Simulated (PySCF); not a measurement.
## Static response to an electric field

Compound: C₈H₇F.
SMILES with atom numbers: `[CH2:1]=[CH:2][c:3]1[cH:4][cH:5][cH:6][c:7]([F:8])[cH:9]1` (hydrogens: H10, H11 on C1; H12 on C2; H13 on C4; H14 on C5; H15 on C6; H16 on C9)

Cartesian coordinates in Å at the PBE0-D3(BJ)/def2-SVP level; atoms count from 1:
```xyz
16
C8H7F angstrom
C      2.6478    0.9067   -0.4882
C      1.7893   -0.1187   -0.4477
C      0.3399   -0.0583   -0.2189
C     -0.4000   -1.2508   -0.2212
C     -1.7769   -1.2406   -0.0092
C     -2.4495   -0.0424    0.2113
C     -1.7091    1.1367    0.2138
F     -2.3411    2.2910    0.4238
C     -0.3402    1.1494    0.0042
H      2.3321    1.9439   -0.3470
H      3.7119    0.7390   -0.6671
H      2.1831   -1.1298   -0.5992
H      0.1172   -2.1978   -0.3923
H     -2.3357   -2.1789   -0.0151
H     -3.5266   -0.0008    0.3800
H      0.1802    2.1081    0.0180
```

Level: B3LYP/def2-SVPD (PySCF), static field, nuclei fixed, core orbitals frozen in the response. The polarisability tensor in these axes (au):

```
x   137.91  11.21 -11.80
y    11.21 101.67   2.79
z   -11.80   2.79  56.83
```

Problem. Diagonalise the tensor; give its mean and Δα, where Δα² is half the sum of the squared differences of the eigenvalues.

Solution. Principal values 54.74, 99.25 and 142.41 au; mean 98.80 au = 14.64 Å³ = 16.29 × 10⁻⁴⁰ C²·m²/J; Δα = 75.94 au (77 % of the mean).

Problem. What is the dipole moment, and where does it point?

Solution. (0.67, -1.31, -0.23) D, 1.49 D in size, pointing from the negative to the positive side. Measured along this direction, the outermost atoms are F8 at the negative end and H12 and H13 at the positive end.

Problem. In a dilute gas of rigid molecules at 250 K, how does the orientational term μ²/3kT compare with the electronic polarisability?

Solution. In Gaussian units μ²/3kT = 21.51 Å³ against 14.64 Å³, a ratio of 1.47; the Debye molar polarisation (4π/3)N_A(α + μ²/3kT) is 91.2 cm³/mol, leaving out the vibrational part.

Problem. Give the principal axes and the span of the nuclei along them.

Solution. Largest value along (0.96, 0.26, -0.12), where the nuclei span 7.26 Å; middle along (-0.24, 0.96, 0.13), 5.01 Å; least along (0.15, -0.09, 0.98), 0.02 Å. The response follows the extents in order.

Problem. Rayleigh depolarisation ratio (linearly polarised light, static tensor)?

Solution. ρ = 3Δα²/(45ᾱ² + 4Δα²) = 17298.5/(439283 + 23064.7) = 0.0374.

One conformer (not necessarily the lowest) at the PBE0-D3(BJ)/def2-SVP geometry, without solvent, vibrations or thermal averaging.

The run behind these numbers computed excited states and ΔSCF ions as well. Hardware: one thread of an Intel Xeon Platinum 8375C at 2.90 GHz, no GPU, shared host. Cost: 3.1 min, 1.1 GiB resident at most.
